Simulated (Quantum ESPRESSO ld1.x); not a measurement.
The numbers below are computed, except where a source is named.
Q: Species: K II. Configuration: [Ne] 3s2 3p4 4p2 (not the ground configuration). Level of theory: scalar-relativistic Kohn-Sham, LDA (Slater exchange, Perdew-Wang correlation), spin-polarised, spherical densities, point nucleus; open shells are filled with parallel spins first (ld1.x of Quantum ESPRESSO 7.5). Some entries of the table are withheld. Estimate them.

| orbital | occ. | eigenvalue (eV) | <1/r> (bohr^-1) | r(max) (bohr) |
|---|---|---|---|---|
| 1s up | 1 | -3539.13 | 18.67 | 0.05315 |
| 1s down | 1 | -3538.44 | 18.67 | 0.05314 |
| 2s up | 1 | -378.653 | 3.790 | 0.3188 |
| 2s down | 1 | -377.937 | 3.792 | 0.3188 |
| 2p up | 3 | -306.662 | 3.702 | 0.2622 |
| 2p down | 3 | -305.776 | 3.702 | 0.2623 |
| 3s up | 1 | -57.8513 | 1.160 | 1.052 |
| 3s down | 1 | -55.0248 | 1.154 | 1.053 |
| 3p up | 3 | -40.5099 | 1.048 | 1.105 |
| 3p down | 1 | -37.7958 | 1.039 | 1.109 |
| 3d up | 0 | -15.6694 | 0.7738 | 1.216 |
| 3d down | 0 | -13.2883 | 0.7600 | 1.238 |
| 4s up | 0 | (1) | 0.3990 | 2.983 |
| 4s down | 0 | (2) | 0.3918 | 3.002 |
| 4p up | 2 | (3) | 0.3394 | 3.474 |
| 4p down | 0 | (4) | 0.3219 | 3.577 |
| 5p up | 0 | -2.5625 | 0.1593 | 7.978 |
| 5p down | 0 | -2.2316 | 0.1448 | 8.770 |
| 4f up | 0 | -1.5710 | 0.1506 | 6.355 |
| 4f down | 0 | -1.1974 | 0.1126 | 8.532 |

A: 
(1) 4s up eigenvalue (eV): -12.0325
(2) 4s down eigenvalue (eV): -10.2217
(3) 4p up eigenvalue (eV): -8.4665
(4) 4p down eigenvalue (eV): -6.8217
